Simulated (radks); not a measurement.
Effect of the nuclear size on the hafnium ion Hf3+, [Xe] 4f14 5d1. Calculated with a radial shooting solver on a logarithmic mesh with Libxc functionals: Dirac Kohn-Sham, LDA (Slater exchange, Perdew-Wang correlation), spin-unpolarised, spherical densities, finite nucleus; open shells are shared between the two j in proportion to 2j + 1; Fermi nuclear charge, rms radius 5.347 fm. The rms radius is varied about that value; shifts are against it.

rms radius (fm)  total energy shift (eV)  density at nucleus (e/bohr^3)  1s1/2 shift (meV)  2s1/2 shift (meV)  5s1/2 shift (meV)  5p1/2 shift (meV)  5d5/2 shift (meV)  6s1/2 (empty) shift (meV)
4.5022                             -14.2                      1.273e+06              -5780               -799              -7.13              0.117              0.145                      -1.19
5.101                              -4.30                      1.222e+06              -1750               -242              -2.16              0.035              0.044                     -0.362
5.347                                  0                      1.204e+06              0.000              0.000              0.000              0.000              0.000                      0.000
5.6411                              5.32                      1.183e+06               2170                300               2.67             -0.044             -0.054                      0.448
6.2988                              17.9                      1.141e+06               7290               1010               9.00             -0.146             -0.183                       1.51

Slopes of the eigenvalues against <r^2> in GHz/fm^2, as finite differences over the two radii next to the reference (eigenvalue slopes, not the field-shift constants of lines): 1s1/2 163000, 2s1/2 22600, 5s1/2 202, 5p1/2 -3.29, 5d5/2 -4.10, 6s1/2 (empty) 33.7.
